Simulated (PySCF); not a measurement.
C2H11FSi3, SMILES F[SiH2][SiH2]CC[SiH3]. Atoms are numbered in the order given.

```xyz
17

F      2.5312     1.8233    -0.1168
Si     2.6763     0.2040     0.0684
Si     0.5247    -0.6487     0.4278
C     -0.6026    -0.0638    -0.9778
C     -2.0318    -0.6183    -0.9861
Si    -3.1238    -0.1472     0.4851
H      3.6111    -0.0495     1.2048
H      3.2828    -0.3395    -1.1851
H      0.0312    -0.1734     1.7583
H      0.5938    -2.1459     0.4680
H     -0.6085     1.0399    -0.9373
H     -0.0899    -0.3202    -1.9221
H     -2.0207    -1.7205    -1.0516
H     -2.5616    -0.2738    -1.8920
H     -3.0728     1.3307     0.7140
H     -2.6850    -0.8331     1.7389
H     -4.5365    -0.5455     0.2005
```

Geometry: PBE0-D3(BJ)/def2-SVP. This is a generated structure with no PubChem entry under its InChIKey; it may be hypothetical. Other conformers were not sampled.

Level of theory: PySCF with PBE/pcSseg-1.

GIAO shieldings, no solvent; atoms listed in one row are averaged. δ = σ(ref) − σ: ¹⁹F against CFCl3 (σ = 133.6 ppm); ²⁹Si against TMS (σ = 335.4 ppm); ¹³C against TMS (σ = 182.0 ppm); ¹H against TMS (σ = 31.49 ppm), references at their B3LYP-D3(BJ)/def2-TZVP geometries, non-relativistic.

Computed chemical shifts:
```tsv
nucleus	atoms	count	δ (ppm)
¹⁹F	F1	1	-293.2
²⁹Si	Si2	1	14.7
²⁹Si	Si6	1	-68.8
²⁹Si	Si3	1	-73.9
¹³C	C5	1	10.1
¹³C	C4	1	9.5
¹H	H7, H8	2	6.14
¹H	H9	1	4.53
¹H	H15, H16, H17	3	4.29
¹H	H10	1	3.86
¹H	H12	1	1.72
¹H	H14	1	1.71
¹H	H11	1	1.41
¹H	H13	1	1.20
```
